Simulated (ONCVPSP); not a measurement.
**antimony ONCV: all-electron and pseudo phase curves**

```
Element                 : antimony (Sb)
Generator               : ONCVPSP 4.0.1
Type                    : optimised norm-conserving Vanderbilt (ONCV)
Functional              : PBE
Relativity              : scalar-relativistic
Frozen core             : [Kr]
Valence charge          : 15
Reference configuration : 4d10 5s1 5p4
Partial waves           : 5s: rc 1.65 bohr, ncon 4, nbas 7, qcut 3.5 1/bohr, 1 projector; 5p: rc 1.95 bohr, ncon 4, nbas 7, qcut 3.5 1/bohr, 2 projectors, debl 3.2 Ha; 4d: rc 1.30 bohr, ncon 3, nbas 7, qcut 11.4 1/bohr, 2 projectors, debl 0.8 Ha
Local potential         : polynomial inside 1.00 bohr (lpopt 5, dvloc0 6 Ha)
Core correction         : Teter function, fcfact 2.75, rcfact 1.4
```

In the d channel the program set the typed energies aside and used -1.283, 0.250 Ha.

The phase is arctan(r·R′/R) of the radial function R(r), unwrapped; energies in Ha, scanned from -3 to 5 Ha. A pole is an energy at which the radial function vanishes at the test radius. The pseudo phase is shifted by a multiple of π to meet the all-electron one at the reference energy, and phase errors are pseudo minus all-electron; the curves can meet again beyond the range given. Levels narrower than the energy grid can be missing from the lists of poles.

**Question.** For each channel, where are the poles, and over which energies does the pseudopotential scatter like the atom?

**Answer.**

```tsv
channel	radius (bohr)	reference energy (Ha)	poles, all-electron	poles, pseudo	unbroken range about the reference energy with phases within 0.05 rad	phase error 1 Ha above the reference energy (rad)
s	1.67	-0.50	3.68	2.03	below 1.0	-0.031
p	1.98	-0.20	2.54	2.05, 2.56	below 2.0	-0.005
d	1.32	-1.28	0.22	0.22	the whole range	-0.000
```

Note: ghosts flagged at negative energy: s at -192.5 eV; GHOST(+) flagged for p at 56.9 eV. A true bound ghost makes a file unfit for plane-wave use.

Phases in the s channel:

```json
{"E (Ha)": "-2.98", "all-electron": "1.174", "pseudo": "1.139"}
{"E (Ha)": "-2.54", "all-electron": "1.102", "pseudo": "1.067"}
{"E (Ha)": "-2.10", "all-electron": "0.995", "pseudo": "0.961"}
{"E (Ha)": "-1.66", "all-electron": "0.822", "pseudo": "0.791"}
{"E (Ha)": "-1.22", "all-electron": "0.519", "pseudo": "0.495"}
{"E (Ha)": "-0.78", "all-electron": "0.009", "pseudo": "0.003"}
{"E (Ha)": "-0.34", "all-electron": "-0.562", "pseudo": "-0.564"}
{"E (Ha)": "0.10", "all-electron": "-0.942", "pseudo": "-0.958"}
{"E (Ha)": "0.54", "all-electron": "-1.156", "pseudo": "-1.188"}
{"E (Ha)": "0.98", "all-electron": "-1.284", "pseudo": "-1.334"}
{"E (Ha)": "1.42", "all-electron": "-1.367", "pseudo": "-1.440"}
{"E (Ha)": "1.86", "all-electron": "-1.427", "pseudo": "-1.533"}
{"E (Ha)": "2.30", "all-electron": "-1.472", "pseudo": "-1.641"}
{"E (Ha)": "2.74", "all-electron": "-1.509", "pseudo": "-1.830"}
{"E (Ha)": "3.18", "all-electron": "-1.540", "pseudo": "-2.542"}
{"E (Ha)": "3.62", "all-electron": "-1.567", "pseudo": "-4.043"}
{"E (Ha)": "4.06", "all-electron": "-1.593", "pseudo": "-4.386"}
{"E (Ha)": "4.50", "all-electron": "-1.617", "pseudo": "-4.503"}
{"E (Ha)": "4.94", "all-electron": "-1.642", "pseudo": "-4.566"}
```
